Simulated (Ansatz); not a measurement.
```yaml
crystal:
  periodic: [false, false, false]
  atoms:
    - {symbol: C, position_ang: [2.221754, -0.995044, -0.442036]}
    - {symbol: C, position_ang: [2.392792, -0.529468, -1.877531]}
    - {symbol: In, position_ang: [0.497628, 0.457383, -2.454127]}
    - {symbol: Cl, position_ang: [-0.211999, 1.517468, -4.448585]}
    - {symbol: S, position_ang: [-1.465648, -0.751047, -1.519162]}
    - {symbol: In, position_ang: [-2.164669, 1.119417, 0.126710]}
    - {symbol: Cl, position_ang: [-3.871044, 2.258164, -0.877377]}
    - {symbol: C, position_ang: [-2.024179, 0.471017, 2.044267]}
    - {symbol: C, position_ang: [-0.724406, -0.304941, 2.414646]}
    - {symbol: S, position_ang: [-0.002530, 2.271673, -0.666318]}
    - {symbol: H, position_ang: [1.463078, -1.756424, -0.069913]}
    - {symbol: H, position_ang: [3.317439, -1.642894, -0.173210]}
    - {symbol: H, position_ang: [2.338173, -0.298512, 0.403327]}
    - {symbol: H, position_ang: [3.067892, 0.211134, -2.029007]}
    - {symbol: H, position_ang: [-1.028582, -1.293310, -0.479923]}
    - {symbol: H, position_ang: [-1.028582, -1.593310, -0.779923]}
    - {symbol: H, position_ang: [-2.908698, -0.171386, 2.178101]}
    - {symbol: H, position_ang: [-2.171877, 1.298427, 2.665588]}
    - {symbol: H, position_ang: [0.130596, 0.191283, 2.244987]}
    - {symbol: H, position_ang: [-0.699632, -1.409291, 1.709309]}
    - {symbol: H, position_ang: [-0.838293, -0.648796, 3.335800]}
    - {symbol: H, position_ang: [0.628737, 1.894458, 0.411562]}
basis:
  gaussian: {orbitals: x2c-TZVPPall}
hamiltonian: {xc: {name: revPBE}, dispersion: d3bj, pseudopotentials: {relativity: none}}
output: {forces: true}
```

```sh
$ ansatz run in.yaml --threads 11 --pin off --events-out ev --progress --plain --max-ram 174080MiB --backend cuda --devices 0, --max-vram 75GiB
```

Shortened log:

```
Functional definition: revPBE
3712 factors; their error is unknown
mean field evaluation 1: about -357751.6368 eV, gradient 1.2e2 eV
mean field evaluation 2: about -357249.2998 eV, gradient 3.4e2 eV
mean field evaluation 4: about -357759.5129 eV, gradient 9.1e1 eV
mean field evaluation 8: about -357789.4157 eV, gradient 2.0e1 eV
mean field evaluation 16: about -357791.2721 eV, gradient 6.4e-1 eV
mean field -357791.27268228 eV, -13148.5867514389 hartree, gradient 1.6e-5 eV, S^2 0.000000; 1 other end points of the search recorded, 0 dependent functions left out
reference -357791.27276415 eV, -13148.5867544473 hartree; 100, 100 occupied and 480, 480 virtual orbitals, 3712 factors
WARN: the results are in doubt because the basis set is contracted for relativity, which is off
Total energy: -357793.14949341 eV, -13148.6557229757 hartree
Atom 0 at     2.221754    -0.995044    -0.442036 Å, force     3.468928    -2.119258     0.861027 eV/Å
Atom 1 at     2.392792    -0.529468    -1.877531 Å, force    -9.415892     0.185529    -1.111534 eV/Å
Atom 2 at     0.497628     0.457383    -2.454127 Å, force     1.415339    -0.822100     2.705815 eV/Å
Atom 3 at    -0.211999     1.517468    -4.448585 Å, force     1.413148    -1.773346     3.179182 eV/Å
Atom 4 at    -1.465648    -0.751047    -1.519162 Å, force    -4.033533    11.814845   -10.260001 eV/Å
Atom 5 at    -2.164669     1.119417     0.126710 Å, force     2.172300     0.233726    -1.209461 eV/Å
Atom 6 at    -3.871044     2.258164    -0.877377 Å, force     2.461291    -1.808467     1.821006 eV/Å
Atom 7 at    -2.024179     0.471017     2.044267 Å, force     0.179786    -0.307962    -5.279919 eV/Å
Atom 8 at    -0.724406    -0.304941     2.414646 Å, force    -4.323398    -2.935750    -5.071944 eV/Å
Atom 9 at    -0.002530     2.271673    -0.666318 Å, force    -2.952338    -2.398560    -1.891983 eV/Å
Atom 10 at     1.463078    -1.756424    -0.069913 Å, force     0.286941     0.765653    -1.066058 eV/Å
Atom 11 at     3.317439    -1.642894    -0.173210 Å, force    -2.516076     1.096888    -0.480973 eV/Å
Atom 12 at     2.338173    -0.298512     0.403327 Å, force    -0.303256     0.739814    -0.015344 eV/Å
Atom 13 at     3.067892     0.211134    -2.029007 Å, force     2.195276     2.443306    -0.158446 eV/Å
Atom 14 at    -1.028582    -1.293310    -0.479923 Å, force     2.524847    27.375289    35.629237 eV/Å
Atom 15 at    -1.028582    -1.593310    -0.779923 Å, force     3.136909   -36.297184   -25.012373 eV/Å
Atom 16 at    -2.908698    -0.171386     2.178101 Å, force     0.220545    -0.060605     0.116533 eV/Å
Atom 17 at    -2.171877     1.298427     2.665588 Å, force    -0.238083     1.458212     1.124924 eV/Å
Atom 18 at     0.130596     0.191283     2.244987 Å, force     3.280911     1.815795    -0.725447 eV/Å
Atom 19 at    -0.699632    -1.409291     1.709309 Å, force     0.264599     3.014265     1.490204 eV/Å
Atom 20 at    -0.838293    -0.648796     3.335800 Å, force     0.174229    -1.673173     4.469828 eV/Å
Atom 21 at     0.628737     1.894458     0.411562 Å, force     0.587526    -0.746917     0.885728 eV/Å
Dipole moment:    -0.439725    -0.535110     1.436845 e Å
In doubt: the basis set is contracted for relativity, which is off
```

What is wrong with this run?

One atom was put on top of another. The run converged. The result belongs to that input, not to the molecule as meant.
